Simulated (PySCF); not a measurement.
These are TPSSh-D3(BJ)/def2-TZVP // CAM-B3LYP-D3(BJ)/def2-SVP in PySCF 2.14.0 values and carry that method's errors. Gas-phase values, no solvent. One relaxed conformer stands for a flexible species; it need not be the lowest. Excitations are Tamm–Dancoff values on a coarser integration grid. The basis has no diffuse functions, so Rydberg states are missing or too high.

Reference species (SMILES): `[CH2]([In]([CH2]C)[CH2]C)C` (neutral, multiplicity 1).

| Item | Value |
|---|---|
| S1 excitation (TDA) | 4.14 eV |
| LUMO | -1.17 eV |
| S1–T1 gap (TDA) | 0.20 eV |

After one change: the S1 excitation (TDA) falls by 0.05 eV; the LUMO decreases by 0.46 eV; the S1–T1 gap (TDA) decreases by 0.08 eV.

Task: Name the change that produced these shifts. The new species is one of these.
(A) `[I][In]([I])[I]`
(B) `C[CH2][In]([I])[CH2]C` (C–C–In–I torsion 0°, I–In–C–C torsion 178°)
(C) `C[CH2][In]([I])[I]` (C–C–In–I torsion 179°)

Result: B, `C[CH2][In]([I])[CH2]C` (C–C–In–I torsion 0°, I–In–C–C torsion 178°)
